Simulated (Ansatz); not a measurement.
Program: Ansatz 0.2.0.

A structure relaxed at PBE0-D4/def2-TZVP, charge 0, multiplicity 1:

Cartesian coordinates in Å:
```
B 1.684 0.336 0.928
O 0.506 0.247 0.305
Al -0.970 0.112 -0.453
O -1.432 -1.368 -1.092
F -1.934 1.435 -0.556
H 1.745 0.116 2.110
H 2.664 0.635 0.298
H -2.264 -1.511 -1.540
```

**Question.** Give its formula and SMILES.

**Answer.** AlBFH3O2, `B[O][Al]([OH])[F]`.

**Question.** Point group (tolerance 0.08 Å, 0.16 Å for H)?

**Answer.** Cs.

**Question.** Summarise the bond lengths by kind.

**Answer.** 1 × B–O 1.335 Å; 2 × B–H 1.203 Å; 2 × Al–O 1.664 to 1.677 Å; 1 × Al–F 1.640 Å; 1 × H–O 0.955 Å.
